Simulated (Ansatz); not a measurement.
`C[CH2][Al]([Cl])[Br]` + H₂S → `[SH][Al]([Cl])[Br]` + `CC` at 600 K and 1 bar (ligand exchange at the Al–C bond).

Program: Ansatz. Geometries: PBE0-D4/def2-TZVP. ΔE: electronic, gas phase. CCSD(T)/CBS adds triple-zeta CCSD(T) − MP2 to the extrapolated MP2 energy (def2 sets, frozen cores). This one scheme is used for every species. For Br outer-core shells are correlated without core-valence functions, which leaves a few kJ/mol of doubt a bond. Scalar relativity is left out up to krypton. Each species was taken in one conformer, which may not be the lowest.

```json
{"species": "`C[CH2][Al]([Cl])[Br]`", "CCSD(T)/CBS energy (Eh)": "-3354.38028", "H − E (kJ/mol)": "239.9", "S (J/(mol·K))": "477.9"}
{"species": "H₂S", "CCSD(T)/CBS energy (Eh)": "-398.97279", "H − E (kJ/mol)": "60.8", "S (J/(mol·K))": "230.9"}
{"species": "`[SH][Al]([Cl])[Br]`", "CCSD(T)/CBS energy (Eh)": "-3673.67780", "H − E (kJ/mol)": "79.2", "S (J/(mol·K))": "413.5"}
{"species": "`CC`", "CCSD(T)/CBS energy (Eh)": "-79.71954", "H − E (kJ/mol)": "228.8", "S (J/(mol·K))": "274.9"}
```

H − E and S are ideal-gas, rigid-rotor, harmonic terms from PBE0-D4/def2-TZVP, for one conformer and one mirror image of each species. 1 Eh = 2625.50 kJ/mol, R = 8.31446 J/(mol·K).

Task: By hand: ΔE, ΔH, ΔS and ΔG.

Result: ΔE = (-3673.67780) + (-79.71954) − (-3354.38028) − (-398.97279) = -0.04427 Eh = -116.2 kJ/mol. Δ(H − E) = 79.2 + 228.8 − 239.9 − 60.8 = 7.3, so ΔH = -108.9 kJ/mol. ΔS = 413.5 + 274.9 − 477.9 − 230.9 = -20.4 J/(mol·K). ΔG = -108.9 − 600 × (-20.4)/1000 = -96.7 kJ/mol.

Task: By hand: the equilibrium constant, and the temperature at which ΔG would vanish if ΔH and ΔS stayed fixed.

Result: log₁₀ K = −ΔG/(RT ln 10) = 8.4. ΔG = 0 at ΔH/ΔS = 5338 K, far beyond where these terms or the molecules hold.

ΔH outweighs TΔS. A doubt of 5 kJ/mol in ΔE shifts log₁₀ K by 0.4 here. Other conformers and mirror images would add mixing entropy, several J/(mol·K) or more a flexible species. Modes under 60 cm⁻¹, often nearly free rotors, make the harmonic entropy too high. These are equilibria of isolated gas molecules and say nothing of rates. Largest T1 diagnostic: 0.009 (customary marks: 0.02 for closed shells, 0.045 for open ones).
